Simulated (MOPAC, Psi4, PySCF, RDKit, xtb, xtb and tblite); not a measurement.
Two geometries of SMILES C(=C/N)/C=C (C₄H₇N), relaxed at GFN2-xTB with one dihedral held; other torsions can differ between them too.

Structure A

```
12

C      2.2291     0.0681    -0.4428
C      1.0002    -0.1519    -0.0069
C     -0.1710     0.6435    -0.4123
C     -1.0978     0.2134    -1.2671
N     -1.1575    -1.0668    -1.7938
H      2.4522     0.8839    -1.1116
H      3.0646    -0.5374    -0.1328
H      0.8035    -0.9912     0.6533
H     -0.2318     1.6513    -0.0300
H     -1.9330     0.8434    -1.5408
H     -0.2928    -1.5831    -1.7233
H     -1.5965    -1.1462    -2.6971
```

Structure B

```
12

C     -2.2349     0.1205    -0.3920
C     -0.9955    -0.1405     0.0117
C      0.1718     0.5863    -0.4338
C      1.2864     0.7810     0.2871
N      1.5069     0.3495     1.5761
H     -2.4381     0.8854    -1.1232
H     -3.0835    -0.4315    -0.0263
H     -0.8400    -0.9050     0.7657
H      0.0856     1.0964    -1.3819
H      2.0945     1.3754    -0.1182
H      0.8709    -0.3551     1.9158
H      2.4663     0.2065     1.8459
```

Task: Which is lower in energy at the level DF-MP2 (frozen core)/cc-pVTZ // GFN2-xTB run with Psi4, and by how much?

Result: B is lower, by 14.85 kJ/mol (dihedral C1–C2–C3–C4: 105° in A, 150° in B).

E(B) − E(A) in kJ/mol at the other levels, on the same two geometries: GFN2-xTB (xtb and tblite) -18.51; MMFF94 // GFN2-xTB (RDKit) -15.39; PBE/def2-TZVP // GFN2-xTB (Psi4) -20.95; PBE-D3(BJ)/def2-TZVP // GFN2-xTB (Psi4) -20.57; wB97X-D/def2-TZVP // GFN2-xTB (Psi4) -14.36; HF/cc-pVTZ // GFN2-xTB (Psi4) -12.07; UFF // GFN2-xTB (RDKit) -20.99; AM1, restricted, heats of formation // GFN2-xTB (MOPAC) -7.77; PM6, restricted, heats of formation // GFN2-xTB (MOPAC) -2.29; GFN1-xTB // GFN2-xTB (xtb) -17.18; restricted B3LYP/6-31G*, spherical d // GFN2-xTB (PySCF) -19.15; restricted LDA (SVWN5)/6-31G*, spherical d // GFN2-xTB (PySCF) -23.55; restricted Hartree-Fock/3-21G // GFN2-xTB (PySCF) -10.44; restricted M06-2X/6-31G*, spherical d // GFN2-xTB (PySCF) -14.78.
